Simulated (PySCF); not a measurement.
# Static response to an electric field

Compound: (F2In-mu-OH)3.
Cartesian coordinates in Å at the PBE0-D3(BJ)/def2-SVP level; atoms count from 1:
```xyz
15
F6H3In3O3 angstrom
In     0.654   -1.917    1.010
F      1.470   -1.812    2.779
F      0.296   -3.452   -0.115
O     -1.121   -0.793    1.279
In    -2.179    0.538    0.014
F     -3.096   -0.456   -1.372
F     -2.810    1.840    1.322
O     -0.557    1.563   -0.875
In     1.294    0.859   -1.622
F      0.988   -0.180   -3.227
F      2.436    2.397   -1.259
O      1.789   -0.477   -0.054
H     -1.222   -0.528    2.204
H     -0.473    2.468   -0.544
H      2.498   -0.125    0.502
```

Level: PBE0/def2-SVPD (PySCF), static field, nuclei fixed, core orbitals frozen in the response. The polarisability tensor in these axes (au):

```
x   100.45  -0.51  -0.49
y    -0.51 100.42  -1.20
z    -0.49  -1.20  99.77
```

**Question.** What are the eigenvalues, a third of the trace, and Δα (Δα² = ½Σ(αi − αj)² over the three pairs)?

**Answer.** Principal values 98.59, 100.70 and 101.35 au; mean 100.22 au = 14.85 Å³ = 16.52 × 10⁻⁴⁰ C²·m²/J; Δα = 2.50 au (2 % of the mean).

**Question.** What is the dipole moment, and where does it point?

**Answer.** (0.98, 2.25, 2.50) D, 3.50 D in size, pointing from the negative to the positive side. Measured along this direction, the outermost atoms are F3, F10 and F6 at the negative end and F7, F11 and F2 at the positive end.

**Question.** Molar refractivity from α?

**Answer.** Lorentz–Lorenz: R = (4π/3)N_A α = 2.5225 cm³/(mol·Å³) × 14.85 Å³ = 37.5 cm³/mol, in the limit of long wavelengths.

**Question.** Form Σ f/ω² (atomic units) for the 10 lowest TDDFT singlets, given as eV and f, and set it beside the mean polarisability, which is this sum over all singlets: 6.13, 0.0000; 6.16, 0.0096; 6.16, 0.0163; 6.18, 0.1142; 6.19, 0.1082; 6.25, 0.0232; 6.27, 0.0051; 6.28, 0.0403; 6.29, 0.0844; 6.29, 0.0220.

**Answer.** They add up to 8.10 au, 8.1 % of the 100.22 au; the largest single term is 2.21 au, from the state at 6.18 eV. Terms in order: 0.00, 0.19, 0.32, 2.21, 2.09, 0.44, 0.10, 0.76, 1.58, 0.41 au. Higher excitations give the rest. The strengths listed sum to 0.423.

**Question.** Find the Langevin capture rate constant for O2+ (31.990 u) meeting this molecule (509.710 u), k = 2.342 × 10⁻⁹ cm³/s × √(α in Å³ / reduced mass in u).

**Answer.** The reduced mass is 30.10 u, so k = 1.65 × 10⁻⁹ cm³/s. The formula leaves out the permanent dipole, which adds to the capture rate.

**Question.** How large is μ²/3kT at 350 K beside α?

**Answer.** In Gaussian units μ²/3kT = 84.60 Å³ against 14.85 Å³, a ratio of 5.70; the Debye molar polarisation (4π/3)N_A(α + μ²/3kT) is 250.9 cm³/mol, leaving out the vibrational part.

Geometry: PBE0-D3(BJ)/def2-SVP, one conformer, isolated molecule. Atoms past krypton carry effective core potentials; spin–orbit coupling is left out.
